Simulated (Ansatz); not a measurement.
Gas-phase electronic energies from Ansatz, PBE0-D4/def2-TZVP geometries. CCSD(T)/CBS adds triple-zeta CCSD(T) − MP2 to the extrapolated MP2 energy (def2 sets, frozen cores). This one scheme is used for every species. Functionals use def2-TZVPP. B3LYP here is the variant with VWN-RPA as its local correlation; programs differ in this. For Br outer-core shells are correlated without core-valence functions, which leaves a few kJ/mol of doubt a bond. Scalar relativity is left out up to krypton. One conformer a species, not always the lowest.

Consider the formal hydrolysis of the Si–Br bond: `C=C[SiH](Cl)Br` + H₂O → `C=C[SiH](O)Cl` + HBr.

`C=C[SiH](Cl)Br`:

Z-matrix (Å, degrees):
```
Si
C 1 1.840
Br 1 2.214 2 110.2
Cl 1 2.047 2 110.5 3 -119.6
H 1 1.477 2 111.0 3 120.0
C 2 1.330 1 120.7 3 -119.6
H 2 1.087 1 119.6 3 60.2
H 6 1.087 2 121.8 1 -0.2
H 6 1.086 2 122.1 1 179.8
```

H₂O:

Cartesian coordinates in Å:
```
O -0.112 -0.161 -0.336
H -0.602 0.461 0.205
H 0.715 -0.300 0.130
```

`C=C[SiH](O)Cl`:

```xyz
10

C     0.484   -1.067    1.187
C    -0.035    0.138    0.968
Si   -0.114    0.886   -0.720
O     0.241   -0.202   -1.888
Cl   -2.022    1.627   -0.971
H     0.533   -1.506    2.179
H     0.890   -1.667    0.377
H    -0.424    0.703    1.814
H     0.824    2.010   -0.913
H    -0.376   -0.922   -2.033
```

HBr:

Z-matrix (Å, degrees):
```
Br
H 1 1.420
```

| level | ΔE (kcal/mol) | difference from CCSD(T)/CBS |
| --- | --- | --- |
| BLYP-D4 | -2.4 | -1.7 |
| B3LYP-D4 | -2.4 | -1.7 |
| ωB97X-V | -2.4 | -1.7 |
| PBE-QIDH | -1.0 | -0.3 |
| PBE0 | -0.8 | -0.1 |
| B3LYP | -3.5 | -2.8 |
| HF/def2-SVP | -4.2 | -3.5 |
| MP2/def2-TZVPP | -1.1 | -0.4 |
| CCSD(T)/def2-TZVPP | -2.7 | -2.0 |
| CCSD/CBS(def2) | -1.1 | -0.4 |
| CCSD(T)/CBS | -0.7 | 0 |

Largest T1 diagnostic among the species: 0.011.

At CCSD(T), def2-SVP lies −2.9 kcal/mol from the extrapolated value and def2-TZVPP −2.0 kcal/mol. Leaving LDA and LC-ωPBE aside and taking each functional with its dispersion term where it has one, the values, not all of them listed here, spread over 4.1 kcal/mol, from CAM-B3LYP-D4 to revPBE-D4. LDA lies −1.6 kcal/mol from PBE without D4.
